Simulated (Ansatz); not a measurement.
The inner images of a band of C2H4ClNSi (9 atoms, charge 0, multiplicity 1) are given out of order.

Level of theory: RKS PBE-D4/def2-mTZVP (Ansatz 0.2.0).

Image 0:

```xyz
9
Properties=species:S:1:pos:R:3
N -0.409 0.591 -1.886
C -0.297 0.029 -0.753
Si 0.802 -1.105 0.264
C -0.407 0.325 0.699
Cl -0.144 1.989 1.334
H -0.848 1.528 -1.778
H 2.264 -0.841 0.153
H 0.436 -2.452 0.793
H -1.307 -0.111 1.157
```

Image 8:

```xyz
9
Properties=species:S:1:pos:R:3
N -0.690 1.057 -1.565
C -0.409 0.259 -0.620
Si 0.747 -1.013 0.192
C -0.409 0.361 0.856
Cl -0.045 1.902 1.703
H -0.428 0.658 -2.481
H 2.201 -0.736 0.017
H 0.413 -2.418 0.574
H -1.292 -0.115 1.306
```

Q: Put them in order from the first end to the last, with their energies above the first end.
A.
```xyz
9
Properties=species:S:1:pos:R:3
N -0.423 0.575 -1.912
C -0.394 0.125 -0.737
Si 0.749 -1.110 0.241
C -0.424 0.310 0.727
Cl -0.201 1.861 1.641
H -0.705 1.551 -2.108
H 2.169 -0.747 -0.019
H 0.617 -2.390 1.016
H -1.301 -0.222 1.133
```
B.
```xyz
9
Properties=species:S:1:pos:R:3
N -0.638 1.066 -1.574
C -0.418 0.195 -0.727
Si 0.833 -1.107 0.204
C -0.470 0.174 0.743
Cl -0.414 1.693 1.735
H -0.523 1.328 -2.544
H 2.220 -0.574 0.073
H 0.827 -2.388 1.004
H -1.329 -0.432 1.068
```
C.
```xyz
9
Properties=species:S:1:pos:R:3
N -0.674 1.157 -1.515
C -0.409 0.228 -0.708
Si 0.851 -1.028 0.184
C -0.502 0.171 0.759
Cl -0.474 1.662 1.765
H -0.417 1.125 -2.509
H 2.246 -0.514 0.092
H 0.814 -2.379 0.854
H -1.346 -0.468 1.060
```
D.
```xyz
9
Properties=species:S:1:pos:R:3
N -0.481 0.678 -1.844
C -0.439 0.199 -0.710
Si 0.765 -1.143 0.224
C -0.429 0.258 0.746
Cl -0.255 1.801 1.708
H -0.666 1.547 -2.339
H 2.173 -0.695 0.004
H 0.722 -2.390 1.069
H -1.302 -0.303 1.125
```
E.
```xyz
9
Properties=species:S:1:pos:R:3
N -0.560 0.871 -1.708
C -0.447 0.204 -0.704
Si 0.803 -1.152 0.212
C -0.444 0.205 0.751
Cl -0.336 1.749 1.727
H -0.611 1.474 -2.504
H 2.197 -0.631 0.041
H 0.798 -2.391 1.067
H -1.311 -0.376 1.102
```
F.
```xyz
9
Properties=species:S:1:pos:R:3
N -0.676 1.142 -1.520
C -0.403 0.245 -0.669
Si 0.864 -0.952 0.175
C -0.531 0.188 0.797
Cl -0.528 1.667 1.812
H -0.324 0.959 -2.471
H 2.264 -0.445 0.117
H 0.777 -2.372 0.647
H -1.356 -0.478 1.094
```
G.
```xyz
9
Properties=species:S:1:pos:R:3
N -0.397 0.567 -1.906
C -0.345 0.057 -0.747
Si 0.769 -1.102 0.258
C -0.420 0.327 0.708
Cl -0.179 1.936 1.490
H -0.752 1.543 -1.904
H 2.205 -0.794 0.022
H 0.514 -2.418 0.918
H -1.306 -0.160 1.143
```

A: G (+0.9 kcal/mol), A (+4.5 kcal/mol), D (+13.4 kcal/mol), E (+21.9 kcal/mol), B (+12.6 kcal/mol), C (+3.7 kcal/mol), F (+0.2 kcal/mol).

The run took 5 min on 2 threads of Arm Neoverse N1, on a shared host, peak memory 0.15 GiB.
